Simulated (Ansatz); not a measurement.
`[F][GeH2][O]C(F)(F)F` + H₂ → `FC(F)(F)[O][GeH3]` + H–F  (hydrogenolysis of a Ge–F bond)

Calculated with Ansatz (gas phase, PBE0-D4/def2-TZVP geometries, no zero-point term in ΔE). CBS: MP2 limit from def2 TZ/QZ plus the TZ coupled-cluster correction, frozen cores. This one scheme is used for every species. Functionals use def2-TZVPP. B3LYP here is the variant with VWN-RPA as its local correlation; programs differ in this. For Ge outer-core shells are correlated without core-valence functions, which leaves a few kJ/mol of doubt a bond. Scalar relativity is left out up to krypton. Each species was taken in one conformer, which may not be the lowest.

Task: Is it downhill or uphill in electronic energy at CCSD(T)/CBS, and by how much? (An estimate is asked.)

Result: Ansatz gave: Uphill: ΔE = +38.8 kJ/mol.

Task: What do these levels give: PBE-D4, B3LYP-D4, ωB97M-V, B2PLYP, PBE, B3LYP, MP2/def2-TZVPP, CCSD/def2-TZVPP, MP2/def2-QZVPP, SCS-MP2/def2-QZVPP, HF/CBS(def2), MP2/CBS(def2)? (An estimate is asked.)

Result: Ansatz gave: PBE-D4 41.7, B3LYP-D4 45.8, ωB97M-V 44.8, B2PLYP 45.8, PBE 40.3, B3LYP 43.6, MP2/def2-TZVPP 44.6, CCSD/def2-TZVPP 39.2, MP2/def2-QZVPP 43.8, SCS-MP2/def2-QZVPP 45.8, HF/CBS(def2) 46.0, MP2/CBS(def2) 42.1 kJ/mol.

Largest T1 diagnostic among the species: 0.012.

From PBE to PBE0 (25 % exact exchange), in def2-TZVPP and without D4, ΔE moves by −4.4 kJ/mol.
